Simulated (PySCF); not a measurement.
SMILES Cc1cccc(S)c1 (C7H8S) at its GFN2-xTB optimised geometry (Å):

```
16

C      2.6411     0.2951     0.0000
C      1.1432     0.2951     0.0000
C      0.4416     1.4971     0.0000
C     -0.9405     1.5042    -0.0051
C     -1.6505     0.3164    -0.0100
C     -0.9573    -0.8843    -0.0098
S     -1.7994    -2.4418    -0.0142
C      0.4316    -0.8933    -0.0052
H      3.0204     0.8823     0.8350
H      3.0169     0.7433    -0.9193
H      3.0317    -0.7161     0.0772
H      0.9857     2.4302     0.0043
H     -1.4766     2.4418    -0.0049
H     -2.7310     0.3267    -0.0134
H     -3.0317    -1.9366    -0.0196
H      0.9514    -1.8401    -0.0053
```

Calculation: CAM-B3LYP/def2-TZVP in PySCF. Cells within 0.4 Å of a nucleus heavier than hydrogen are left out (blank, or x).

Map of the deformation density (molecule minus spherical neutral atoms) (e/bohr³) on the plane z = 0.0 Å:

```
|1111111111111111111111111|
|1111111111111111111111111|
|1111111111111111111111111|
|1111111111111111111111111|
|1111111111111111111111111|
|1111111111111111111111111|
|1111111102111110111111111|
|1111111129311492111111111|
|1111111116x44x51111111111|
|1111111114x77x31001111111|
|1111111128411581102211111|
|11111067xx1001xx6xx111111|
|11111134x72002xx43x211111|
|1111111128422671117511111|
|1111111013x98x20012211111|
|1111111114222561111111111|
|1111025204201391111111111|
|11111253x1001110111111111|
|11111110x2011111111111111|
|1111111022111111111111111|
|1111111111111111111111111|
|1111111111111111111111111|
|1111111111111111111111111|
|1111111111111111111111111|
|1111111111111111111111111|
```
Scale: ten equal steps from -0.026 (start of '0') to 0.126 (end of '9'), in the order '0123456789'; x runs from -5.50 to 5.50, y from -5.50 (bottom) to 5.50 (top).
